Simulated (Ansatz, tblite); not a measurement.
Cost and result up the ladder for N-butyl-N-methylpyrrolidinium bromide, `CCCC[N+]1(C)CCCC1.[Br-]` (31 atoms). Total charge 0; singlet. Geometry: PBE-D4/def2-SVP.

Cartesian coordinates in Å:
```
C 3.785 -0.859 -1.743
C 2.927 -0.673 -0.492
C 1.471 -0.303 -0.814
C 0.693 -0.075 0.472
N -0.785 0.223 0.299
C -0.977 1.437 -0.571
C -1.405 0.483 1.669
C -2.907 0.302 1.452
C -3.037 -0.664 0.238
C -1.594 -0.944 -0.211
H 3.384 -1.664 -2.396
H 4.828 -1.130 -1.481
H 3.823 0.072 -2.347
H 2.944 -1.603 0.121
H 3.360 0.125 0.151
H 1.015 -1.104 -1.441
H 1.476 0.626 -1.423
H 1.084 0.820 1.027
H 0.739 -0.968 1.130
H -0.396 2.267 -0.087
H -2.052 1.685 -0.608
H -0.614 1.207 -1.587
H -0.990 -0.300 2.334
H -1.023 1.478 2.014
H -3.401 1.272 1.244
H -3.381 -0.103 2.366
H -3.544 -1.612 0.501
H -3.628 -0.205 -0.579
H -1.458 -1.042 -1.304
H -1.180 -1.848 0.278
Br 0.840 3.103 1.787
```

Ansatz on 4 threads of Arm Neoverse V1 on a shared host; xTB runs through tblite on one thread. Times are rough, summed over both states, and most runs start from the orbitals of an earlier one. PBE0-D4/def2-SVP serves as the yardstick here, not as an exact answer. The other state is a triplet.

The xTB rows come from tblite.

xTB has no spin-polarisation term.

```csv
level,functions,vertical triplet (eV),difference from PBE0-D4/def2-SVP (eV),remarks
PBE0-D4/def2-SVP,272,5.74,0.00,–
GFN1-xTB,89,4.96,-0.78,–
PBE-D4/def2-SVP,272,5.31,-0.43,HOMO above zero (triplet)
GFN2-xTB,69,7.20,1.46,–
```

**Question.** Estimate how long each takes.

**Answer.** GFN2-xTB 0.042 s; GFN1-xTB 0.08 s; PBE-D4/def2-SVP 26 s; PBE0-D4/def2-SVP 83 s. On shared hardware such times vary by a factor of up to 3.
